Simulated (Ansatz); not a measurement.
The first iterations of a band of AlBBrH3 (6 atoms, charge 0, multiplicity 1).

Computed with Ansatz, RKS PBE/def2-SVP.

```json
{"movable images": "5", "climbing image": "yes", "spring": "5.0 eV/Å²", "optimiser": "quadratic models (default)", "start path": "through a guess of the saddle point", "force threshold": "0.03 eV/Å", "iteration limit": "60", "end points": "relaxed"}
```

First end point:

```xyz
6
Properties=species:S:1:pos:R:3
B -0.736 0.276 -0.875
Al 0.518 0.019 0.811
Br 1.683 -1.956 0.811
H -1.891 -0.117 -0.898
H -0.343 0.792 -1.908
H 0.769 0.986 2.060
```

Last end point:

```xyz
6
Properties=species:S:1:pos:R:3
B -0.736 0.276 -0.875
Al 0.519 0.017 0.810
Br 1.688 -1.954 0.810
H -0.347 0.799 -1.906
H -1.889 -0.122 -0.900
H 0.765 0.984 2.061
```

| iteration | highest image above the first end (eV) | largest band force component (eV/Å) |
| --- | --- | --- |
| 1 | 18.600 | 63.160 |
| 2 | 9.293 | 25.334 |
| 3 | 6.864 | 13.256 |
| 4 | 4.711 | 9.103 |
| 5 | 3.315 | 5.755 |

Question: Does the band converge within its limit, and where does its top end?

Answer: The run converged. It ended after 15 iterations with the highest image 0.136 eV above the first end. A vibrational analysis at the climbing image gives one clearly imaginary mode, 185i cm⁻¹: a first-order saddle point.

The run took 2.6 min on 1 thread of Intel(R) Xeon(R) Processor @ 2.70GHz (shared host), peak memory 0.15 GiB.
